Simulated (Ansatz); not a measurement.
C2H6ClNOSi (`NC(=O)[SiH2]CCl`), relaxed with RKS PBE0-D4/def2-TZVP in Ansatz from a PBE-D4/def2-SVP geometry. The force threshold is 0.005 eV/Å; the program also tests the step.

The species carries charge 0 and has multiplicity 1.

Start:

```xyz
12

N    -0.084   -2.173    0.886
C    -0.323   -0.829    0.906
O    -0.504   -0.189    1.944
Si   -0.386    0.172   -0.756
C     0.598    1.749   -0.381
Cl    0.419    2.946   -1.721
H     0.072   -2.681    0.015
H    -0.065   -2.687    1.772
H     0.197   -0.560   -1.938
H    -1.819    0.516   -1.037
H     0.218    2.198    0.559
H     1.677    1.539   -0.248
```

Problem. How much energy does the relaxation release, and in how many steps? (Estimate.)

Solution. The calculation gave: 6.09 kJ/mol, in 8 steps.

Problem. Which bonds change most? (An estimate is asked.)

Solution. Computed: C5–Cl6 from 1.806 to 1.785 Å; Si4–C5 from 1.897 to 1.876 Å; Si4–H9 from 1.508 to 1.488 Å; C2–Si4 from 1.941 to 1.922 Å.

Problem. Give the relaxed structure. (Best estimate.)

Solution. The calculation gave: 
```xyz
12

N    -0.086   -2.168    0.856
C    -0.315   -0.836    0.910
O    -0.483   -0.239    1.959
Si   -0.390    0.190   -0.713
C     0.586    1.755   -0.373
Cl    0.478    2.843   -1.785
H     0.067   -2.640   -0.016
H    -0.061   -2.698    1.713
H     0.189   -0.550   -1.868
H    -1.810    0.516   -0.985
H     0.183    2.278    0.494
H     1.641    1.549   -0.192
```
